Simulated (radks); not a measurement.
Q: Neutral samarium: order these configurations by energy. Calculated with a radial shooting solver on a logarithmic mesh with Libxc functionals: scalar-relativistic Kohn-Sham, BLYP, spin-polarised, spherical densities, finite nucleus; Fermi nuclear charge, rms radius of each element as measured or else 0.836 A^(1/3) + 0.57 fm. Open shells are filled with parallel spins first. [Xe] 4f5 5d1 6s2; [Xe] 4f5 6s2 6p1; [Xe] 4f6 5d1 6s1; [Xe] 4f6 6s1 6p1; [Xe] 4f6 6s2.

A: From the lowest, in eV above it: [Xe] 4f6 6s2 0.000; [Xe] 4f6 5d1 6s1 1.450; [Xe] 4f6 6s1 6p1 1.995; [Xe] 4f5 5d1 6s2 3.840; [Xe] 4f5 6s2 6p1 6.075.
